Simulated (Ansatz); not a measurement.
Start from `CC(=O)[SeH]` and change one atom or group to get `C[Se]C(C)=O`.

Ansatz, PBE0-D4/def2-TZVP geometries, multiplicity 1. Each molecule was computed in one conformer, which needn't be the lowest.

Scalar relativity is left out up to krypton.

```tsv
property	`CC(=O)[SeH]`
LUMO energy (PBE/def2-TZVPP) / eV	-1.83
HOMO–LUMO gap (PBE/def2-TZVPP) / eV	4.36
LUMO energy (PBE0/def2-TZVPP) / eV	-0.75
size of the dipole moment (PBE/def2-TZVPP) / D	2.94
LUMO energy (ωB97M-V/def2-TZVPP) / eV	1.53
HOMO energy (B3LYP/def2-TZVPP) / eV	-7.12
```

Q: Give the same properties after the change, and the shifts. (An estimate is asked.)

A: Computed: 
```
                                      property  `C[Se]C(C)=O`  shift
             LUMO energy (PBE/def2-TZVPP) / eV          -1.58   0.25
           HOMO–LUMO gap (PBE/def2-TZVPP) / eV           4.14  -0.22
            LUMO energy (PBE0/def2-TZVPP) / eV          -0.52   0.23
size of the dipole moment (PBE/def2-TZVPP) / D           3.79   0.85
         LUMO energy (ωB97M-V/def2-TZVPP) / eV           1.73   0.20
           HOMO energy (B3LYP/def2-TZVPP) / eV          -6.63   0.49
```

With PBE0 the HOMO rises by 0.50 eV and the LUMO rises by 0.23 eV, so the gap narrows by about 0.27 eV. PBE moves the HOMO by 0.48 eV and ωB97M-V by 0.52 eV. Dipoles are sizes alone; their direction can turn.

B3LYP here is the variant with VWN-RPA as its local correlation; programs differ in this.

Spin–orbit coupling is left out; it splits and shifts lone-pair levels of the heavy atoms by tenths of an eV.
